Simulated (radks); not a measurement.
The numbers below are computed, except where a source is named.
Excited configurations of Cr3+: one electron is placed in a higher orbital outside [Ar] 3d2. The ground configuration is [Ar] 3d3. Code: a radial shooting solver on a logarithmic mesh with Libxc functionals. Model: scalar-relativistic Kohn-Sham, r2SCAN, spin-polarised, spherical densities, finite nucleus; open shells are filled with parallel spins first; meta-GGA in the generalised Kohn-Sham scheme; Fermi nuclear charge, rms radius 3.6452 fm. Excitation = E - E(ground); binding = E(ion) - E, where the ion is the core of charge +4; n* = 4/sqrt(2 binding) in atomic units, and the quantum defect is n - n*.

| outer orbital | excitation (eV) | binding (eV) | n* | quantum defect |
|---|---|---|---|---|
| 4s | 13.226 | 36.355 | 2.447 | 1.553 |
| 4p | 20.234 | 29.346 | 2.724 | 1.276 |
| 4d | 29.602 | 19.979 | 3.301 | 0.699 |
| 4f | 35.835 | 13.746 | 3.980 | 0.020 |
| 5p | 33.905 | 15.676 | 3.727 | 1.273 |
| 6s | 38.527 | 11.053 | 4.438 | 1.562 |
| 6f | 43.263 | 6.318 | 5.870 | 0.130 |
| 7d | 44.014 | 5.567 | 6.253 | 0.747 |
| 7f | 44.920 | 4.661 | 6.834 | 0.166 |

The Delta-SCF ionisation energy is 49.581 eV (NIST Atomic Spectra Database: 49.16 eV, semi-empirical). Self-interaction in the functional shifts the binding energies and quantum defects, so they are the method's values and not measured ones. Open shells are spherical and high-spin; term and fine-structure splittings are not resolved.
